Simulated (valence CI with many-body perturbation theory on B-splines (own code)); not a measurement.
# E1 line list for Lu LXVII

Calculated by relativistic CI+MBPT: three valence electrons over a frozen Dirac-Fock core [He], a basis of 11 s, 11 p, 10 d, 8 f, 5 g, 2 h functions for each j, with the one-electron correlation potential Σ1, the two-electron term Σ2, the three-electron term Σ3, Breit, model QED; selected CI, second order for the rest, scaled by the run's own slope (own B-spline code, finite nucleus).

The last digits are not significant, and no measured levels were compared; by estimate large intervals hold to a few tenths of a per cent, small ones and those within an open d or f shell to about a per cent.

Lines 201 to 250 of 577 in falling wavelength, among levels below 112770 × 10³ cm⁻¹, chosen from the strongest by gf and those to the six lowest levels. Wavelengths and rates use the calculated energies. Electric multipoles are in the length gauge with retardation, E1 and E2 with the static RPA response of the core. Weak lines are less certain than strong ones. Lines between different terms over intervals too small for the method are left out, as are lines whose strength nearly cancels.

Levels are named by their leading jj configuration (3d3/2^4 stands for four electrons in 3d with j = 3/2), which in mixed levels can hold well under half, so a name can repeat and another be missing. Letters in brackets count levels of one name in rising energy.

| λ vac (Å) | Upper | Lower | A (s⁻¹) | S (a.u.) with core polarisation | S without |
| --- | --- | --- | --- | --- | --- |
| 8.395 | (2p1/2 2p3/2 3d3/2) J=1/2 [b] | (2s 2p1/2 3d3/2) J=1/2 | 4.93e+12 | 2.88e-03 | 2.88e-03 |
| 8.392 | (2p1/2 2p3/2 3p1/2) J=1/2 | (2s 2p1/2 3p1/2) J=1/2 [a] | 5.19e+12 | 3.03e-03 | 3.03e-03 |
| 8.392 | (2s 2p3/2 3p1/2) J=1/2 | (2s^2 3p1/2) J=1/2 | 8.00e+12 | 4.67e-03 | 4.68e-03 |
| 8.390 | (2p1/2 2p3/2 3d5/2) J=3/2 [b] | (2s 2p1/2 3d5/2) J=5/2 [b] | 3.99e+12 | 4.65e-03 | 4.66e-03 |
| 8.390 | (2s 2p3/2 3s) J=1/2 | (2s^2 3s) J=1/2 | 7.95e+12 | 4.63e-03 | 4.64e-03 |
| 8.385 | (2s 2p3/2 3d5/2) J=5/2 [b] | (2s^2 3d5/2) J=5/2 | 5.22e+12 | 9.11e-03 | 9.12e-03 |
| 8.384 | (2s 2p3/2 3p1/2) J=3/2 [b] | (2s^2 3p1/2) J=1/2 | 7.59e+12 | 8.83e-03 | 8.85e-03 |
| 8.375 | (2p3/2^2 3p3/2) J=3/2 [b] | (2s 2p3/2 3p3/2) J=5/2 [b] | 5.00e+12 | 5.80e-03 | 5.81e-03 |
| 8.374 | (2p1/2 2p3/2 3p3/2) J=5/2 [b] | (2s 2p1/2 3p3/2) J=3/2 [b] | 2.69e+12 | 4.69e-03 | 4.69e-03 |
| 8.372 | (2p1/2 2p3/2 3d3/2) J=3/2 [a] | (2s 2p1/2 3d3/2) J=3/2 [a] | 4.51e+12 | 5.22e-03 | 5.23e-03 |
| 8.368 | (2p3/2^2 3s) J=1/2 | (2s 2p3/2 3s) J=1/2 | 4.17e+12 | 2.41e-03 | 2.42e-03 |
| 8.366 | (2p1/2 2p3/2 3d3/2) J=5/2 [a] | (2s 2p1/2 3d3/2) J=3/2 [a] | 2.54e+12 | 4.40e-03 | 4.41e-03 |
| 8.365 | (2p1/2 2p3/2 3d5/2) J=7/2 [b] | (2s 2p1/2 3d5/2) J=7/2 | 2.77e+12 | 6.41e-03 | 6.41e-03 |
| 8.364 | (2p3/2^2 3d5/2) J=5/2 [b] | (2s 2p3/2 3d5/2) J=7/2 [b] | 4.81e+12 | 8.33e-03 | 8.34e-03 |
| 8.361 | (2p1/2 2p3/2 3d5/2) J=1/2 | (2s 2p1/2 3d5/2) J=3/2 | 5.60e+12 | 3.23e-03 | 3.23e-03 |
| 8.361 | (2p1/2 2p3/2 3p3/2) J=5/2 [b] | (2s 2p1/2 3p3/2) J=5/2 | 2.45e+12 | 4.24e-03 | 4.24e-03 |
| 8.358 | (2p1/2 2p3/2 3p1/2) J=3/2 [a] | (2s 2p1/2 3p1/2) J=1/2 [a] | 3.27e+12 | 3.77e-03 | 3.77e-03 |
| 8.357 | (2s 2p3/2 3p3/2) J=3/2 [b] | (2s^2 3p3/2) J=3/2 | 7.55e+12 | 8.70e-03 | 8.71e-03 |
| 8.356 | (2s 2p3/2 3d3/2) J=1/2 [b] | (2s^2 3d3/2) J=3/2 | 7.88e+12 | 4.54e-03 | 4.55e-03 |
| 8.355 | (2s 2p3/2 3d5/2) J=3/2 [b] | (2s^2 3d5/2) J=5/2 | 7.55e+12 | 8.69e-03 | 8.70e-03 |
| 8.355 | (2s 2p3/2 3s) J=3/2 [b] | (2s^2 3s) J=1/2 | 7.48e+12 | 8.61e-03 | 8.63e-03 |
| 8.355 | (2p3/2^2 3d3/2) J=3/2 [b] | (2s 2p3/2 3d3/2) J=3/2 [b] | 2.36e+12 | 2.72e-03 | 2.72e-03 |
| 8.353 | (2p3/2^2 3p3/2) J=5/2 | (2s 2p3/2 3p3/2) J=3/2 [a] | 1.93e+12 | 3.33e-03 | 3.34e-03 |
| 8.351 | (2p1/2 2p3/2 3d5/2) J=3/2 [a] | (2s 2p1/2 3d5/2) J=5/2 [a] | 2.42e+12 | 2.78e-03 | 2.79e-03 |
| 8.351 | (2p3/2^2 3d5/2) J=3/2 | (2s 2p3/2 3d5/2) J=1/2 | 2.01e+12 | 2.31e-03 | 2.31e-03 |
| 8.344 | (2p1/2 2p3/2 3p3/2) J=5/2 [a] | (2s^2 3d5/2) J=5/2 | 2.14e+12 | 3.69e-03 | 3.69e-03 |
| 8.343 | (2p1/2 2p3/2 3d5/2) J=5/2 [a] | (2s 2p1/2 3d5/2) J=5/2 [a] | 2.10e+12 | 3.61e-03 | 3.61e-03 |
| 8.343 | (2p1/2 2p3/2 3s) J=3/2 [a] | (2s 2p1/2 3s) J=1/2 [a] | 4.51e+12 | 5.17e-03 | 5.18e-03 |
| 8.338 | (2p1/2 2p3/2 3d3/2) J=1/2 [a] | (2s 2p1/2 3d3/2) J=3/2 [a] | 5.75e+12 | 3.29e-03 | 3.30e-03 |
| 8.335 | (2s 2p3/2 3p3/2) J=1/2 [b] | (2s^2 3p3/2) J=3/2 | 7.39e+12 | 4.22e-03 | 4.23e-03 |
| 8.313 | (2p3/2^2 3s) J=3/2 | (2s 2p3/2 3s) J=3/2 [a] | 4.77e+12 | 5.40e-03 | 5.41e-03 |
| 8.307 | (2p3/2^2 3d3/2) J=3/2 [a] | (2s 2p3/2 3d3/2) J=3/2 [a] | 2.66e+12 | 3.01e-03 | 3.01e-03 |
| 8.306 | (2p3/2^2 3d3/2) J=7/2 | (2s 2p3/2 3d3/2) J=7/2 | 4.76e+12 | 1.08e-02 | 1.08e-02 |
| 8.293 | (2p3/2^2 3d5/2) J=5/2 [a] | (2s 2p3/2 3d5/2) J=3/2 [a] | 1.50e+12 | 2.53e-03 | 2.54e-03 |
| 8.288 | (2p3/2^2 3p3/2) J=7/2 | (2s 2p3/2 3p3/2) J=7/2 | 5.05e+12 | 1.14e-02 | 1.14e-02 |
| 8.288 | (2p3/2^2 3p1/2) J=3/2 | (2s 2p3/2 3p1/2) J=3/2 [a] | 5.38e+12 | 6.05e-03 | 6.06e-03 |
| 8.287 | (2p3/2^2 3p1/2) J=5/2 | (2s 2p3/2 3p1/2) J=5/2 | 5.55e+12 | 9.36e-03 | 9.37e-03 |
| 8.280 | (2s 2p1/2 2p3/2) J=1/2 | (2s^2 2p1/2) J=1/2 | 8.59e+12 | 4.82e-03 | 4.82e-03 |
| 8.276 | (2p3/2^2 3d5/2) J=7/2 | (2s 2p3/2 3d5/2) J=9/2 | 1.49e+12 | 3.34e-03 | 3.34e-03 |
| 8.275 | (2p3/2^2 3d3/2) J=3/2 [a] | (2s 2p3/2 3d3/2) J=5/2 [a] | 2.19e+12 | 2.45e-03 | 2.45e-03 |
| 8.275 | (2p1/2 2p3/2^2) J=3/2 | (2s 2p1/2 2p3/2) J=5/2 | 6.76e+11 | 7.56e-04 | 7.57e-04 |
| 8.273 | (2p3/2^2 3d5/2) J=9/2 | (2s 2p3/2 3d5/2) J=9/2 | 4.71e+12 | 1.32e-02 | 1.32e-02 |
| 8.269 | (2s 2p1/2 2p3/2) J=3/2 [b] | (2s^2 2p1/2) J=1/2 | 7.76e+12 | 8.66e-03 | 8.67e-03 |
| 8.264 | (2p3/2^2 3d3/2) J=5/2 | (2s 2p3/2 3d3/2) J=5/2 [a] | 3.25e+12 | 5.43e-03 | 5.44e-03 |
| 8.245 | (2p1/2 2p3/2 3d5/2) J=5/2 [b] | (2s 2p1/2 3d5/2) J=5/2 [a] | 1.46e+12 | 2.42e-03 | 2.43e-03 |
| 8.239 | (2p1/2 2p3/2^2) J=1/2 | (2s 2p1/2 2p3/2) J=3/2 [b] | 8.81e+12 | 4.86e-03 | 4.87e-03 |
| 8.231 | (2p3/2^2 3s) J=5/2 | (2s 2p3/2 3s) J=5/2 | 5.45e+12 | 9.00e-03 | 9.02e-03 |
| 8.228 | (2p1/2 2p3/2^2) J=1/2 | (2s 2p1/2 2p3/2) J=1/2 | 4.08e+12 | 2.24e-03 | 2.25e-03 |
| 8.224 | (2p3/2^2 3d5/2) J=5/2 [a] | (2s 2p3/2 3d5/2) J=7/2 [a] | 2.75e+12 | 4.54e-03 | 4.54e-03 |
| 8.213 | (2p1/2^2 2p3/2) J=3/2 | (2s 2p1/2^2) J=1/2 | 5.79e+12 | 6.33e-03 | 6.34e-03 |
